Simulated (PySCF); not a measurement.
Ge(SH)4, H4GeS4, SMILES [SH][Ge]([SH])([SH])[SH], CAM-B3LYP/def2-SVP optimised geometry.

```
9

S     -1.64     0.86     0.00
Ge    -0.68    -1.15     0.00
S     -1.32    -2.15    -1.88
S      1.54    -1.15     0.00
S     -1.32    -2.15     1.88
H     -1.26     1.15    -1.27
H     -0.48    -3.20    -1.72
H      1.64    -0.70     1.27
H     -2.62    -1.84     1.72
```

Density from CAM-B3LYP/def2-TZVP in PySCF at that geometry.

Minimum of the electron density along straight lines between bonded atoms, close to the bond critical point (lines longer than 1.1 times the sum of covalent radii, or with two minima, are not listed):

```
bond    length / Å  ρ at the minimum / e bohr⁻³  ∇²ρ there / e bohr⁻⁵  position (fraction from the first atom)
------  ----------  ---------------------------  --------------------  ---------------------------------------
S1–Ge2       2.221                        0.106                  0.03                                     0.56
Ge2–S3       2.221                        0.106                  0.03                                     0.44
Ge2–S4       2.221                        0.106                  0.03                                     0.44
Ge2–S5       2.221                        0.106                  0.03                                     0.44
S1–H6        1.350                        0.212                 -0.60                                     0.65
S3–H7        1.350                        0.212                 -0.60                                     0.65
S4–H8        1.350                        0.212                 -0.60                                     0.65
S5–H9        1.350                        0.212                 -0.60                                     0.65
```
